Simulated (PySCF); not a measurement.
## NaTe⁻ from Hartree–Fock to correlated methods

State: ¹Σ⁺ (singlet), closed shell. Set-up: Na aug-cc-pVDZ, Te aug-cc-pVDZ-PP with ECP28; scalar-relativistic core potentials (PySCF 2.14). De refers to Na + Te⁻ in their high-spin ground configurations, without counterpoise correction. A positive dipole points towards Te; it is taken about the centre of mass and depends on that origin.

| Level | Re (Å) | ωe (cm⁻¹) | De (eV) | μ (D) |
| --- | --- | --- | --- | --- |
| RHF | 2.745 | 257 | n/a | -7.06 |
| RHF-MP2 | 2.773 | 234 | n/a | n/a |
| RHF-SCS-MP2 | 2.778 | 231 | n/a | n/a |
| RHF-CCSD | 2.771 | 233 | n/a | n/a |
| RHF-CCSD(T) | 2.789 | 225 | n/a | n/a |
| PBE | 2.751 | 235 | 1.58 | -3.60 |
| r²SCAN | 2.733 | 247 | 1.49 | -4.45 |
| PBE0 | 2.726 | 249 | 1.41 | -4.80 |
| r²SCAN0 | 2.717 | 255 | 1.37 | -5.35 |
| M06 | 2.753 | 234 | 1.52 | -4.67 |
| M06-2X | 2.701 | 263 | 1.29 | -5.29 |
| LC-ωPBE | 2.687 | 269 | 1.16 | -6.80 |

Task: What does a quarter of exact exchange do here, going from PBE to PBE0?

Result: PBE0 less PBE: -2.5 pm in Re, +6.0 % in ωe, -0.17 eV in De. Exact exchange removes part of the self-interaction that spreads semilocal densities, and in most molecules shortens and stiffens the bond and lowers De; so it does here.

Task: What does the step from GGA to meta-GGA do here, going from PBE to r²SCAN?

Result: r²SCAN less PBE: -1.8 pm in Re, +5.1 % in ωe, -0.09 eV in De. 

Task: What does a quarter of exact exchange do here, going from r²SCAN to r²SCAN0?

Result: r²SCAN0 less r²SCAN: -1.6 pm in Re, +3.2 % in ωe, -0.12 eV in De. Exact exchange removes part of the self-interaction that spreads semilocal densities, and in most molecules shortens and stiffens the bond and lowers De; so it does here.

Correlated steps freeze 5 core orbitals. Spin–orbit coupling is left out, which matters for elements this heavy, above all for dissociation energies. For an ion De counts to the pair picked by the measured ionisation energies or electron affinities, which need not be the lowest pair at this level. The highest Kohn–Sham level is positive in this anion. Much of that is self-interaction error, but it also means that the finite basis helps to hold the extra electron. The CCSD T1 diagnostic is raised, a sign that a single reference may not be enough here.

The whole job (state search and all levels along the bond) took about 4.1 min on 1 thread of Oxide Virtual Turin-like (shared host), peak memory 0.8 GiB.
